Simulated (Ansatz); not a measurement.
Reaction (ligand exchange at the Si–C bond): `CC[Si]N` + CH₃OH → `CO[Si]N` + ethane

Isolated molecules relaxed with PBE0-D4/def2-TZVP in Ansatz; ΔE leaves out vibrations. CCSD(T)/CBS adds triple-zeta CCSD(T) − MP2 to the extrapolated MP2 energy (def2 sets, frozen cores). This one scheme is used for every species. DFT in def2-TZVPP. B3LYP here is the variant with VWN-RPA as its local correlation; programs differ in this. HSE06 is defined as in plane-wave codes. One conformer a species, not always the lowest.

`CC[Si]N`:

Cartesian coordinates in Å:
```
C -1.157 -0.043 -0.394
C -0.042 -1.066 -0.241
Si 1.673 -0.556 0.437
N 1.406 1.109 0.704
H -0.872 0.763 -1.077
H -2.072 -0.489 -0.792
H -1.418 0.413 0.566
H 0.168 -1.555 -1.204
H -0.365 -1.897 0.403
H 2.130 1.706 1.071
H 0.550 1.615 0.527
```

CH₃OH:

Cartesian coordinates in Å:
```
C 0.177 -0.174 0.255
O -0.326 0.071 -1.038
H 0.737 -1.108 0.208
H -0.621 -0.293 0.999
H 0.859 0.615 0.595
H -0.826 0.889 -1.020
```

`CO[Si]N`:

Cartesian coordinates in Å:
```
C 1.029 0.238 1.345
O -0.012 0.114 0.406
Si 0.246 -0.354 -1.165
N -1.377 -0.287 -1.684
H 1.064 1.265 1.720
H 2.007 -0.008 0.913
H 0.845 -0.433 2.188
H -1.647 -0.512 -2.627
H -2.155 -0.024 -1.098
```

`CC`:

```xyz
8

C     0.303    0.042    0.695
C    -0.303   -0.042   -0.695
H    -0.216    0.779    1.313
H     0.246   -0.918    1.213
H     1.356    0.331    0.654
H     0.216   -0.779   -1.313
H    -0.247    0.918   -1.213
H    -1.356   -0.331   -0.654
```

| level | ΔE (kcal/mol) | difference from CCSD(T)/CBS |
| --- | --- | --- |
| BLYP-D4 | -36.3 | -0.9 |
| r2SCAN-D4 | -36.4 | -1.0 |
| HSE06-D4 | -34.2 | 1.2 |
| BHLYP-D4 | -37.7 | -2.3 |
| CAM-B3LYP-D4 | -37.7 | -2.3 |
| BLYP | -37.7 | -2.3 |
| PBE0 | -34.8 | 0.6 |
| B3LYP | -37.8 | -2.4 |
| r2SCAN0 | -36.4 | -1.0 |
| HSE06 | -34.8 | 0.6 |
| BHLYP | -38.6 | -3.2 |
| HF/def2-SVP | -37.5 | -2.1 |
| MP2/def2-SVP | -35.7 | -0.3 |
| MP2/def2-TZVPP | -36.3 | -0.9 |
| CCSD(T)/def2-TZVPP | -35.6 | -0.2 |
| MP2/def2-QZVPP | -36.3 | -0.9 |
| CCSD(T)/CBS | -35.4 | 0 |

Largest T1 diagnostic among the species: 0.013.

The D4 term adds +1.1 kcal/mol with B3LYP and +0.6 kcal/mol with PBE0; it sums over pairs of atoms, weighted by their polarisabilities, and B3LYP, whose exchange is more repulsive, gets the larger term. In def2-TZVPP, CCSD(T) changes the Hartree–Fock value by +4.3 kcal/mol (the triples alone add +0.5 kcal/mol) and MP2 by +3.5 kcal/mol.
